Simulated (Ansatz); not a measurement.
Mulliken charges of CH$_{5}$AlOSi (`C1[O][AlH][SiH2]1`) from r2SCAN/def2-TZVPP in Ansatz (PBE0-D4/def2-TZVP geometry).

| atom | x (Å) | y (Å) | z (Å) | charge (e) |
| --- | --- | --- | --- | --- |
| C1 | -0.495 | 0.807 | -0.507 | 0.044 |
| O2 | 0.905 | 0.870 | -0.840 | -0.406 |
| Al3 | 1.649 | -0.443 | -0.009 | 0.463 |
| Si4 | -0.645 | -0.722 | 0.669 | 0.062 |
| H5 | -1.087 | 0.695 | -1.421 | 0.053 |
| H6 | -0.801 | 1.741 | -0.024 | 0.053 |
| H7 | 3.192 | -0.791 | -0.064 | -0.122 |
| H8 | -1.510 | -1.814 | 0.138 | -0.074 |
| H9 | -1.120 | -0.389 | 2.042 | -0.074 |

Q: By hand: the dipole of these point charges (1 e Å = 4.8032 D).

A: Σ q r = (0.039, -0.179, 0.126) e Å, of length 0.222 e Å = 1.07 D.

Q: How does the dipole of the full density compare? (An estimate is asked.)

A: Computed: (-0.037, -0.151, 0.121) e Å, 0.95 D; the point charges give 1.13 times that, at 21° from its direction.

Point charges leave out the atoms' own dipoles, such as those of lone pairs, and Mulliken's split depends on the basis, so the two needn't agree.
